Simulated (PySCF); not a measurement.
Species: C₄H₁₂NSi (doublet state).
Cartesian coordinates in Å at the GFN2-xTB level; atoms count from 1:
```xyz
18
C4H12NSi angstrom
C     -0.9266   -0.6456   -1.1999
C     -0.7114    0.3702   -0.0716
C     -1.0967   -0.2330    1.2823
N     -1.3891    1.5871   -0.2358
C      0.7790    0.8406   -0.0435
Si     2.1172   -0.4818    0.2842
H     -1.9881   -0.8733   -1.2839
H     -0.5830   -0.2426   -2.1517
H     -0.3896   -1.5683   -0.9970
H     -2.1617   -0.4522    1.2863
H     -0.5461   -1.1510    1.4665
H     -0.8953    0.4804    2.0759
H     -1.5276    1.8133   -1.2181
H      0.8601    1.6200    0.7168
H      0.9963    1.3234   -1.0000
H      2.1081   -1.5107   -0.7576
H      3.3952    0.2327    0.2378
H      1.9506   -1.1028    1.5975
```

The hyperfine couplings belong to this conformer and change with its torsions.

The species is `CC(C)([NH])C[SiH3]` [radical].

Computed, not measured: UKS B3LYP, pcH-1 on C H N Si, non-relativistic, mean-field spin-orbit, GIAO (PySCF). One conformer (not necessarily the lowest) at the GFN2-xTB geometry, without solvent, vibrations or thermal averaging. GFN2-xTB frequencies show an imaginary mode (25i cm⁻¹), so this geometry is no minimum at that level. A GFN2-xTB geometry isn't a minimum of the functional, and hyperfine couplings can be far from their values at a DFT geometry. No stability test was run, so a lower SCF solution isn't excluded.

Mulliken spin populations: C1 +0.012, C2 -0.058, C3 +0.013, N4 +0.950, C5 +0.070, Si6 +0.033, H7 +0.003, H8 -0.001, H9 +0.002, H10 +0.002, H11 +0.001, H12 -0.002, H13 -0.031, H14 -0.002, H15 0.000, H16 0.000, H17 +0.007, H18 0.000.

Question: What dipolar couplings does the calculation give for H7, H8, H9, H10, H11, H12, H14, H15, H16, H17, H18?

Answer: 
| atom | position | distance from N4 (Å) | T1 (MHz) | T2 | T3 |
| --- | --- | --- | --- | --- | --- |
| H7 | 3 bonds from N4 | 2.74 | -4.10 | -2.81 | 6.91 |
| H8 | 3 bonds from N4 | 2.77 | -3.07 | -3.00 | 6.07 |
| H9 | 3 bonds from N4 | 3.40 | -2.23 | -1.67 | 3.90 |
| H10 | 3 bonds from N4 | 2.66 | -4.44 | -2.99 | 7.42 |
| H11 | 3 bonds from N4 | 3.33 | -2.36 | -1.71 | 4.07 |
| H12 | 3 bonds from N4 | 2.61 | -3.44 | -3.41 | 6.84 |
| H14 | 3 bonds from N4 | 2.44 | -8.44 | -2.99 | 11.42 |
| H15 | 3 bonds from N4 | 2.52 | -8.03 | -3.16 | 11.19 |
| H16 | 4 bonds from N4 | 4.70 | -1.30 | -0.71 | 2.01 |
| H17 | 4 bonds from N4 | 4.99 | -1.30 | -0.46 | 1.77 |
| H18 | 4 bonds from N4 | 4.66 | -1.32 | -0.71 | 2.03 |

Question: Estimate them with point dipoles: put each population ρk at its nucleus, leave out the nucleus itself and the atom bound to it, and sum T = Σ [ρk/(2S)]·C·(3 n nᵀ − 1)/r³ with C = μ0 gₑ μB g_N μN/(4π h) = 79.06 MHz Å³.

Answer: 
```csv
atom,T1 (MHz),T2,T3,"T3, computed",difference in T3 (%)
H7,-3.38,-3.23,6.61,6.91,-4
H8,-3.44,-2.79,6.23,6.07,+3
H9,-1.82,-1.20,3.02,3.90,-23
H10,-3.77,-3.64,7.40,7.42,0
H11,-1.96,-1.32,3.28,4.07,-20
H12,-4.22,-3.58,7.81,6.84,+14
H14,-4.94,-4.73,9.66,11.42,-15
H15,-4.44,-4.22,8.66,11.19,-23
H16,-0.94,-0.72,1.66,2.01,-17
H17,-0.82,-0.82,1.64,1.77,-7
H18,-0.95,-0.73,1.69,2.03,-17
```

Question: If all the spin sat on N4, T∥ = 2C/r³. What distance does the computed T3 of H16 then imply?

Answer: r = (2 × 79.06/2.01)^(1/3) = 4.28 Å, against 4.70 Å in the structure.

Time: 65 s wall (grids of density and orbitals included); peak memory 0.97 GiB. Hardware: Arm Neoverse V2, one thread, on a shared host.
